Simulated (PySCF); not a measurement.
Isomers of C4H9O2PSi.

All values: B3LYP/def2-SVPD (PySCF) at GFN2-xTB geometries, gas phase, one conformer each. Core orbitals are frozen in the response; Δα² is half the sum of the squared differences of the principal polarisabilities.

Question: Rank by mean static polarisability, lowest first.
A. `[CH3:1][C:2](=[O:3])/[CH:4]=[CH:5]/[O:6][SiH2:7][PH2:8]` with C1–C2–C4–C5 179°, C4–C5–O6–Si7 -1°, C5–O6–Si7–P8 176°, O6–Si7–P8–H 84° and 177°
B. `[O:1]=[CH:2][O:3][Si@H:4]([PH2:5])[CH:6]1[CH2:7][CH2:8]1` with O1–C2–O3–Si4 -2°, C2–O3–Si4–P5 -7°, O3–Si4–P5–H 173° and 80°, O3–Si4–C6–C7 59°
C. `[CH2:1]=[CH:2][CH2:3][C:4](=[O:5])[O:6][SiH2:7][PH2:8]` with C1–C2–C3–C4 117°, C2–C3–C4–O5 -116°, C3–C4–O6–Si7 -179°, C4–O6–Si7–P8 -10°, O6–Si7–P8–H 81° and 174°
D. `[CH2:1]=[C:2]([O:3][SiH2:4][PH2:5])[C:6]([CH3:7])=[O:8]` with C1–C2–O3–Si4 175°, C2–O3–Si4–P5 -60°, O3–Si4–P5–H 127° and -140°, C1–C2–C6–C7 -4°

Answer: B (15.29 Å³), C (16.04 Å³), D (16.47 Å³), A (16.81 Å³).

Question: Rank by HOMO–LUMO gap, lowest first.
A. `[CH3:1][O:2][C@@H:3]1[C:4](=[O:5])[CH2:6][Si@H:7]1[PH2:8]` with C1–O2–C3–C4 -74°, C6–Si7–P8–H 171° and -96°, O2–C3–C4–O5 27°, C3–C4–C6–Si7 23°, C4–C6–Si7–P8 -128°, O2–C3–Si7–C6 138°
B. `[CH3:1][C@@H:2]([SiH2:3][PH2:4])[C:5](=[O:6])[CH:7]=[O:8]` with C1–C2–Si3–P4 -68°, C2–Si3–P4–H -178° and -85°, C1–C2–C5–O6 -24°, C2–C5–C7–O8 23°
C. `[CH3:1][C:2](=[O:3])/[CH:4]=[CH:5]\[O:6][SiH2:7][PH2:8]` with C1–C2–C4–C5 176°, C4–C5–O6–Si7 -169°, C5–O6–Si7–P8 -15°, O6–Si7–P8–H -178° and -84°
D. `[O:1]=[CH:2][O:3][Si@H:4]([PH2:5])[CH:6]1[CH2:7][CH2:8]1` with O1–C2–O3–Si4 -2°, C2–O3–Si4–P5 -7°, O3–Si4–P5–H 173° and 80°, O3–Si4–C6–C7 59°
E. `[CH2:1]=[C:2]([O:3][SiH2:4][PH2:5])[C:6]([CH3:7])=[O:8]` with C1–C2–O3–Si4 175°, C2–O3–Si4–P5 -60°, O3–Si4–P5–H 127° and -140°, C1–C2–C6–C7 -4°
F. `[CH2:1]=[CH:2][CH2:3][C:4](=[O:5])[O:6][SiH2:7][PH2:8]` with C1–C2–C3–C4 117°, C2–C3–C4–O5 -116°, C3–C4–O6–Si7 -179°, C4–O6–Si7–P8 -10°, O6–Si7–P8–H 81° and 174°

Answer: B (4.16 eV), E (4.44 eV), C (5.16 eV), A (5.30 eV), F (6.34 eV), D (6.49 eV).

All values together:

```
                  SMILES  μ (D)  HOMO (eV)  LUMO (eV)  α (Å³)  Δα (Å³)
 CO[C@@H]1C(=O)C[Si@H]1P   2.91      -6.61      -1.31   16.22     6.58
C[C@@H]([SiH2]P)C(=O)C=O   1.37      -7.16      -3.00   16.05     6.26
      O=CO[Si@H](P)C1CC1   2.39      -7.05      -0.56   15.29     3.38
     C=C(O[SiH2]P)C(C)=O   3.34      -6.84      -2.39   16.47     6.19
     CC(=O)/C=C/O[SiH2]P   4.03      -6.97      -1.58   16.81    10.53
       C=CCC(=O)O[SiH2]P   1.94      -7.02      -0.68   16.04     5.42
CO[C@@H]1C(=O)C[Si@@H]1P   2.40      -6.76      -1.40   16.05     5.22
     CC(=O)/C=C\O[SiH2]P   3.08      -6.60      -1.44   16.82     9.17
```

Conformers: `[CH3:1][O:2][C@@H:3]1[C:4](=[O:5])[CH2:6][Si@H:7]1[PH2:8]` with C1–O2–C3–C4 -74°, C6–Si7–P8–H 171° and -96°, O2–C3–C4–O5 27°, C3–C4–C6–Si7 23°, C4–C6–Si7–P8 -128°, O2–C3–Si7–C6 138°; `[CH3:1][C@@H:2]([SiH2:3][PH2:4])[C:5](=[O:6])[CH:7]=[O:8]` with C1–C2–Si3–P4 -68°, C2–Si3–P4–H -178° and -85°, C1–C2–C5–O6 -24°, C2–C5–C7–O8 23°; `[O:1]=[CH:2][O:3][Si@H:4]([PH2:5])[CH:6]1[CH2:7][CH2:8]1` with O1–C2–O3–Si4 -2°, C2–O3–Si4–P5 -7°, O3–Si4–P5–H 173° and 80°, O3–Si4–C6–C7 59°; `[CH2:1]=[C:2]([O:3][SiH2:4][PH2:5])[C:6]([CH3:7])=[O:8]` with C1–C2–O3–Si4 175°, C2–O3–Si4–P5 -60°, O3–Si4–P5–H 127° and -140°, C1–C2–C6–C7 -4°; `[CH3:1][C:2](=[O:3])/[CH:4]=[CH:5]/[O:6][SiH2:7][PH2:8]` with C1–C2–C4–C5 179°, C4–C5–O6–Si7 -1°, C5–O6–Si7–P8 176°, O6–Si7–P8–H 84° and 177°; `[CH2:1]=[CH:2][CH2:3][C:4](=[O:5])[O:6][SiH2:7][PH2:8]` with C1–C2–C3–C4 117°, C2–C3–C4–O5 -116°, C3–C4–O6–Si7 -179°, C4–O6–Si7–P8 -10°, O6–Si7–P8–H 81° and 174°; `[CH3:1][O:2][C@@H:3]1[C:4](=[O:5])[CH2:6][Si@@H:7]1[PH2:8]` with C1–O2–C3–C4 -68°, C6–Si7–P8–H -141° and 126°, O2–C3–C4–O5 120°, C3–C4–C6–Si7 -25°, C4–C6–Si7–P8 116°, O2–C3–Si7–C6 95°; `[CH3:1][C:2](=[O:3])/[CH:4]=[CH:5]\[O:6][SiH2:7][PH2:8]` with C1–C2–C4–C5 176°, C4–C5–O6–Si7 -169°, C5–O6–Si7–P8 -15°, O6–Si7–P8–H -178° and -84°.
